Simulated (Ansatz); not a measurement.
Frontier orbitals of CH$_{9}$Al$_{3}$Si (`C[SiH2][Al]([AlH2])[AlH2]`).

Charge 0, multiplicity 1. Geometry: relaxed with PBE0-D4/def2-TZVP. It is one conformer, not always the lowest. Basis def2-TZVPP, the Gaussian-basis code of Ansatz.

Orbital energies of one run (eV). Highest occupied ones, from the top: -6.02, -6.37, -8.02, -8.08, -8.83, -8.95, -9.20, -10.90, -11.10, -11.22, -11.51, -13.87, -19.28, -73.16. Empty: -2.88, -2.69, -2.12, -0.35, 0.09, 0.55.

Problem. Which functional gave them?
A. HSE06 (plane-wave form)
B. PBE
C. revPBE
D. LC-ωPBE

Solution. A. HOMO energies: HSE06 -6.02, LC-ωPBE -8.74, PBE -5.49, revPBE -5.46 eV.

LC-ωPBE has ω = 0.4 bohr⁻¹.
